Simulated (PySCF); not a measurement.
TaOBr₂, SMILES [O]=[Ta]([Br])[Br] (connectivity only; charge and spin as stated), neutral, multiplicity 2.

Geometry optimised at B3LYP-D3(BJ)/def2-SVP. The spin state was assumed, not searched. The def2 effective core potentials stand for the cores of Ta; spin–orbit coupling is left out.

Calculation: PBE0/def2-TZVPD (PySCF).

The molecule is in vacuum.

The total energy is -5280.07501 hartree, the point group is C2v and the α spin, highest occupied and lowest empty level comes out as -7.23 and -3.45 eV. The β spin, highest occupied and lowest empty level comes out as -9.11 and -3.21 eV. The dipole moment is 1.79 D and the quadrupole, principal values (traceless, Buckingham form, about the centre of nuclear charge) is -6.67, 0.36, 6.32 D·Å. The mean static polarisability is 88.1 bohr³ (13.05 Å³). The polarisability, principal values is 71.2, 82.1, 110.9 bohr³. The ⟨S²⟩ comes out as 0.758 (pure state 0.75).
